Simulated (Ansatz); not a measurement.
A run of Ansatz (development build ahead of 0.2.0) on singlet Li4F4 at this shape:

```yaml
atoms:
  - { symbol: F, position_ang: [-0.9152, -0.9149, -0.9150] }
  - { symbol: Li, position_ang: [-0.9152, -0.9149, 0.9150] }
  - { symbol: Li, position_ang: [-0.9149, 0.9148, -0.9151] }
  - { symbol: F, position_ang: [-0.9151, 0.9150, 0.9151] }
  - { symbol: Li, position_ang: [0.9150, -0.9148, -0.9150] }
  - { symbol: F, position_ang: [0.9148, -0.9150, 0.9150] }
  - { symbol: F, position_ang: [0.9151, 0.9148, -0.9150] }
  - { symbol: Li, position_ang: [0.9149, 0.9149, 0.9151] }
```

Its results:

```json
{"Converged": "yes", "Total energy": "-427.72438 hartree", "Spin squared of the determinant": "0.000"}
```

Q: Which input gives this output? Name the method, the orbitals and the basis set, and write the input.

A: RHF in def2-SVP. An unrestricted run that stays on the closed shell gives the same numbers.

```yaml
crystal:
  periodic: [false, false, false]
  atoms:
    - { symbol: F, position_ang: [-0.91517, -0.9149, -0.91499] }
    - { symbol: Li, position_ang: [-0.91515, -0.91487, 0.91501] }
    - { symbol: Li, position_ang: [-0.91494, 0.91483, -0.91509] }
    - { symbol: F, position_ang: [-0.91513, 0.91496, 0.91514] }
    - { symbol: Li, position_ang: [0.91502, -0.9148, -0.915] }
    - { symbol: F, position_ang: [0.91481, -0.91504, 0.91503] }
    - { symbol: F, position_ang: [0.9151, 0.91482, -0.915] }
    - { symbol: Li, position_ang: [0.91486, 0.91488, 0.91507] }
basis:
  gaussian: { orbitals: def2-SVP }
hamiltonian:
  xc: hf
```
